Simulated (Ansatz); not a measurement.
**Which isomer of CH4ClGe− gives these data?**

These gas-phase data were calculated for one isomer of CH4ClGe− at r2SCAN-D4/def2-SVPD (harmonic, unscaled wavenumbers; equilibrium rotational constants with average atomic masses):

| Quantity | Value |
| --- | --- |
| rotational constants | 8.92, 3.103, 2.393 GHz |
| all wavenumbers above 1500 cm⁻¹ | 3105, 3077, 2981, 1775 |

Candidates:

(1) `[CH3][GeH-][Cl]`, a singlet
(2) `[CH2-][GeH2][Cl]`, a singlet

Q: Which candidate do the data belong to?

A: Candidate (1). 3 modes lie between 2750 and 3290 cm⁻¹, one for each C–H bond, while (2) has 2.

The same quantities for all candidates:

```
     rotational constants (GHz)  wavenumbers above 1500 cm⁻¹  E above the lowest, r2SCAN-D4/def2-SVPD (kcal/mol)
(1)          8.92, 3.103, 2.393       3105, 3077, 2981, 1775                                                 0.0
(2)         15.86, 2.522, 2.272       3158, 3066, 2090, 2088                                                26.8
```

Harmonic stretches to hydrogen usually lie a few per cent above observed fundamentals. Each candidate is one conformer. Programs: Ansatz 0.2.0.
